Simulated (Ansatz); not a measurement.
The same path of ClGaH₅NO (9 atoms, charge 0, multiplicity 1) was run twice with different band settings. Lost on the way: Ga1–H2, N6–H9. Made: H2–H9.

Level of theory: RKS LDA/def2-SVP in Ansatz 0.2.0.

Relaxed end points:

```xyz
9
Properties=species:S:1:pos:R:3
Ga -0.156 -0.080 0.352
H -0.267 -1.101 1.528
O 1.425 0.335 -0.423
H 1.793 -0.313 -1.048
Cl -1.840 0.069 -1.034
N -0.177 1.869 0.935
H -0.971 2.310 0.443
H 0.713 2.133 0.466
H -0.167 2.140 1.927
```

```xyz
9
Properties=species:S:1:pos:R:3
Ga -0.008 0.711 -0.218
H -0.235 -0.519 1.937
O 1.602 0.046 -0.503
H 1.568 -0.821 -0.947
Cl -1.712 -0.374 -0.905
N -0.187 2.305 0.582
H -1.069 2.819 0.506
H 0.622 2.930 0.645
H -0.227 0.264 2.047
```

Common settings: spring 5.0 eV/Å²; optimiser quadratic models (default); start path through a guess of the saddle point; force threshold 0.05 eV/Å; iteration limit 60; end points relaxed.

| run | movable images | climbing image |
| --- | --- | --- |
| 1 | 5 | yes |
| 2 | 8 | no |

Problem. What does each run give, and how far can it be trusted?

Solution. Run 1: converged after 9 iterations, highest image 1.695 eV above the first end. A vibrational analysis at the climbing image gives one clearly imaginary mode, 920i cm⁻¹: a first-order saddle point.
Run 2: converged after 9 iterations, highest image 1.694 eV above the first end. No image climbed, so the highest image needn't sit at the top of the path.
The orbitals stay closed-shell, which can raise the energy where a bond breaks towards radicals; this wasn't checked here.
